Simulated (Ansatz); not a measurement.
Basis sets compared for [TcH9]2- (TcH9²⁻). Charge -2, multiplicity 1. Geometry PBE-D4/def2-TZVPD. Ansatz on 4 threads of Arm Neoverse V1 on a shared host; times are rough, and most runs start from earlier orbitals.

```xyz
10

Tc    0.0000    0.0000    0.0000
H    -0.8889   -1.1374    0.8329
H     1.6626    0.0084    0.1385
H    -0.7529    1.1278   -0.9687
H    -1.2880    0.7419    0.8354
H    -1.1246   -0.7556   -1.0351
H     0.4662   -0.0493    1.6381
H     0.6312   -1.5623   -0.2520
H     0.5647    1.5692    0.3497
H     0.7297    0.0573   -1.5387
```

In the def2 sets Tc takes a core potential; there is no spin–orbit coupling. A multiply charged anion in the gas phase is held together partly by the finite basis. At PBE-D4/def2-SVPD, PBE-D4/def2-TZVPD, PBE0-D4/def2-SVPD, PBE0-D4/def2-TZVPD the highest occupied level of the charge -2 singlet lies above zero (up to 3.62 eV). The electron is either unbound and held by the finite basis, or the level is raised by self-interaction error.

```tsv
level	functions	energy (Eh)	HOMO (eV)	LUMO (eV)	wall time
PBE-D4/def2-SVPD	106	-86.0723	3.62	8.06	0.75 s
PBE0-D4/def2-SVPD	106	-86.0162	2.53	8.51	0.85 s
```

Q: Estimate the rows for PBE-D4/def2-TZVPD, PBE0-D4/def2-TZVPD.

A: 
| level | functions | energy (Eh) | HOMO (eV) | LUMO (eV) | wall time |
| --- | --- | --- | --- | --- | --- |
| PBE-D4/def2-TZVPD | 121 | -86.1078 | 3.54 | 7.65 | 0.75 s |
| PBE0-D4/def2-TZVPD | 121 | -86.0497 | 2.46 | 8.07 | 1.2 s |
